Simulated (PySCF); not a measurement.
Molecule: `O=C(Cl)c1ccsc1`, C₅H₃ClOS.

Bonds (- single, = double, # triple, : aromatic): O1=C2 1.187 Å, C2-Cl3 1.791 Å, C2-C4 1.467 Å, C4:C5 1.431 Å, C5:C6 1.364 Å, C6:S7 1.724 Å, S7:C8 1.703 Å, C8:C4 1.379 Å. C5 carries H9; C6 carries H10; C8 carries H11.

Geometry PBE0-D3(BJ)/def2-SVP throughout; GIAO in PySCF 2.14, gas phase, one conformer, non-relativistic; equivalent atoms averaged; basis pcSseg-1.

Question: How do the absolute shieldings σ depend on the functional? (a selection of nuclei; ppm; last column core-seconds on 1 thread of an AMD EPYC 9B45, shared host; the GGAs took longer than the global hybrids here, which isn't the general rule, and the cause wasn't traced)

Answer: 
```
functional                    kind      O1    C2    C8    C4    C5     S7    H11     H9    H10  core-s
       PBE                     GGA  -207.5  15.0  37.8  38.8  48.7  230.2  23.19  23.63  24.19      15
      BP86                     GGA  -205.4  14.4  37.0  38.4  48.2  227.1  23.26  23.70  24.25      15
       KT2                     GGA  -179.4  26.9  49.8  49.8  60.1  279.8  23.30  23.70  24.26      16
       KT3                     GGA  -175.2  27.6  50.3  51.2  60.6  283.5  23.43  23.86  24.41      16
     B97-2           global hybrid  -206.3  19.6  39.3  45.2  52.7  259.1  23.20  23.72  24.26       9
   LC-wPBE  range-separated hybrid  -227.7  17.5  32.6  44.1  49.9  257.9  22.92  23.60  24.02      19
```

Question: Which nucleus among those listed moves most, in ppm?

Answer: S7 (aromatic ring sulfur): from 227.1 ppm with BP86 to 283.5 ppm with KT3. The smallest spread is 0.27 ppm, at H9. Proton shifts span only some 12 ppm, so a few tenths of a ppm matter as much there as several ppm in carbon.
